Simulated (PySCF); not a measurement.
**How methods differ on the excitation energy of P**

P [Ne] 3s2 3p3 (4S) → P [Ne] 3s2 3p2 3d1 (high-spin determinant), as a difference of total energies. Computed with PySCF 2.14 in aug-cc-pV(5+d)Z (8s7p6d4f3g2h, 136 functions), with the non-relativistic Hamiltonian (point nucleus). Correlated levels: valence: [Ne] frozen. The calculations carry no spin-orbit coupling.

| method | excitation energy (cm⁻¹) |
| --- | --- |
| UHF | 70946 |
| MP2 (valence) | 72521 |
| SCS-MP2 (valence) | 71943 |

The promoted electron is Rydberg-like, and one or two diffuse shells describe it only roughly, which tends to raise the upper state.

The determinant of the upper state mixes LS terms, which raises its energy above the lowest term, most at the Hartree-Fock and MP2 levels.
